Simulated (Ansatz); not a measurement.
Species: [Ti(OH)(H)3] (charge 0, multiplicity 1).

Question: Give a relaxed geometry from Ansatz (a first-principles code) with r2SCAN-D4/def2-SVP.

Answer: Several could match; the one computed here: the end point of this relaxation, one of several conformers.
Cartesian coordinates (Å) in one orientation:
```xyz
6

Ti     0.060    -0.022    -0.026
O     -0.541    -0.277    -1.623
H     -0.877    -0.419    -2.514
H      1.566    -0.812     0.062
H      0.207     1.661     0.179
H     -1.081    -0.700     1.041
```
